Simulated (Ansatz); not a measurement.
ZnAg₆⁻, relaxed as a doublet with UKS PBE-D4/def2-SVPD in Ansatz, starting from packed atoms. Force threshold 0.02 eV/Å.

In the def2 sets Ag takes a core potential; there is no spin–orbit coupling. The relaxation made no stability test and no search for a lower SCF solution. No other spin state of charge -1 was run. Another isomer (doublet) lies 0.46 eV lower at PBE0-D4/def2-SVP; other spin states weren't run for this one.

Start:

```xyz
7

Zn    0.160   -0.353   -0.747
Ag   -1.503    1.362    0.401
Ag    2.360   -1.745    0.295
Ag    0.979   -1.968   -2.474
Ag   -1.880    0.433   -2.268
Ag   -0.943    2.117    2.961
Ag    0.827    0.154    1.831
```

```tsv
step	energy (eV)	largest force component (eV/Å)	SCF passes
1	-72408.1450	0.703	24
2	-72408.3294	0.241	28
3	-72408.3597	0.128	26
4	-72408.3821	0.055	31
5	-72408.3859	0.074	28
6	-72408.3892	0.035	24
7	-72408.3914	0.027	24
8	-72408.3930	0.020	25
9	-72408.3936	0.010	24
10	-72408.3992	0.052	29
11	-72408.4372	0.157	28
12	-72408.5133	0.118	29
13	-72408.5467	0.141	30
14	-72408.5529	0.054	26
15	-72408.5540	0.025	25
16	-72408.5542	0.005	26
```

Force components are those of the run's own axes.

End:

```tsv
atom	x (Å)	y (Å)	z (Å)
Zn1	0.845	0.415	-0.940
Ag2	-1.299	1.390	0.297
Ag3	1.446	-1.869	0.205
Ag4	0.732	-1.833	-2.476
Ag5	-1.513	-0.355	-1.793
Ag6	-1.025	1.937	2.990
Ag7	0.814	0.315	1.718
```

Bonds formed: Ag4–Ag5 (atoms count from 1).

The force fell under the threshold at step 9, but the optimiser went on and released 0.161 eV more. No frequencies were taken in this run, so the end may be a saddle point.

It took 2.8 min on 4 threads of Arm Neoverse V1 on a shared host.
